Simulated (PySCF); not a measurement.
Species: C7H14N2P (charge +1).
Atom-mapped SMILES: `[CH2:1]=[CH:2][P+:3]1([CH3:4])[N:5]([CH3:6])[CH:7]=[CH:8][N:9]1[CH3:10]` (hydrogens: H11, H12 on C1; H13 on C2; H14, H15, H16 on C4; H17, H18, H19 on C6; H20 on C7; H21 on C8; H22, H23, H24 on C10)

Structure used (GFN2-xTB), in Å, numbered top down from 1:
```xyz
24
C7H14N2P angstrom
C      2.567    1.449    0.011
C      1.519    0.939    0.640
P      0.156    0.068   -0.173
C      0.448    0.005   -1.977
N     -0.149   -1.408    0.496
C      0.774   -2.523    0.563
C     -1.464   -1.464    1.012
C     -2.112   -0.314    0.867
N     -1.322    0.673    0.235
C     -1.790    2.022   -0.009
H      3.351    1.958    0.549
H      2.693    1.384   -1.058
H      1.403    1.010    1.716
H      0.507    1.012   -2.387
H      1.373   -0.527   -2.194
H     -0.387   -0.523   -2.440
H      1.767   -2.184    0.267
H      0.463   -3.332   -0.102
H      0.828   -2.909    1.582
H     -1.810   -2.375    1.456
H     -3.112   -0.069    1.165
H     -2.199    2.453    0.906
H     -0.953    2.638   -0.338
H     -2.564    2.037   -0.779
```

ESP-fitted charges (e) from the PBE0/pcSseg-1 density (PySCF), one withheld:

```json
{"atom": "C1", "bonded to": "C2 H11 H12", "charge": "?"}
{"atom": "C2", "bonded to": "C1 P3 H13", "charge": "-0.3948"}
{"atom": "P3", "bonded to": "C2 C4 N5 N9", "charge": "+0.7800"}
{"atom": "C4", "bonded to": "P3 H14 H15 H16", "charge": "-0.6846"}
{"atom": "N5", "bonded to": "P3 C6 C7", "charge": "+0.0265"}
{"atom": "C6", "bonded to": "N5 H17 H18 H19", "charge": "-0.4475"}
{"atom": "C7", "bonded to": "N5 C8 H20", "charge": "-0.3420"}
{"atom": "C8", "bonded to": "C7 N9 H21", "charge": "-0.2970"}
{"atom": "N9", "bonded to": "C8 C10 P3", "charge": "+0.0032"}
{"atom": "C10", "bonded to": "N9 H22 H23 H24", "charge": "-0.4502"}
{"atom": "H11", "bonded to": "C1", "charge": "+0.1883"}
{"atom": "H12", "bonded to": "C1", "charge": "+0.1529"}
{"atom": "H13", "bonded to": "C2", "charge": "+0.2184"}
{"atom": "H14", "bonded to": "C4", "charge": "+0.2354"}
{"atom": "H15", "bonded to": "C4", "charge": "+0.2343"}
{"atom": "H16", "bonded to": "C4", "charge": "+0.2335"}
{"atom": "H17", "bonded to": "C6", "charge": "+0.1701"}
{"atom": "H18", "bonded to": "C6", "charge": "+0.1849"}
{"atom": "H19", "bonded to": "C6", "charge": "+0.1936"}
{"atom": "H20", "bonded to": "C7", "charge": "+0.2891"}
{"atom": "H21", "bonded to": "C8", "charge": "+0.2786"}
{"atom": "H22", "bonded to": "C10", "charge": "+0.1941"}
{"atom": "H23", "bonded to": "C10", "charge": "+0.1728"}
{"atom": "H24", "bonded to": "C10", "charge": "+0.1877"}
```

(1) What is the charge on C1?

(2) Add each hydrogen's charge to the atom that carries it.

(3) Across which bond do the charges differ most?

(4) Take the bonds between elements whose Pauling electronegativities differ by more than 0.25. In how many does the more electronegative atom carry the lower charge?

(5) How much positive and how much negative charge does this set hold in all?

## Answers

(1) The charges add up to the total charge, 1. The others sum to +1.1273, which leaves -0.1273 e for C1 (terminal =CH2 carbon).

(2) C1 +0.2139, C2 -0.1764, C4 +0.0186, C6 +0.1011, C7 -0.0529, C8 -0.0184, C10 +0.1044. Atoms without hydrogen keep their charges.

(3) P3–C4: +0.7800 on P3 against -0.6846 on C4, a difference of 1.4646 e. The lower charge is on the more electronegative element of the two (Pauling values: C 2.55, P 2.19).

(4) In 18 of 22; it doesn't in N5–C6, N5–C7, C8–N9 and N9–C10.

(5) +3.7434 e on 17 atoms and -2.7434 e on 7.

The ESP scheme is a least-squares fit of atom-centred charges to the potential on four shells outside the van der Waals surface, with the total charge fixed. One conformer (not necessarily the lowest) at the GFN2-xTB geometry, without solvent, vibrations or thermal averaging.
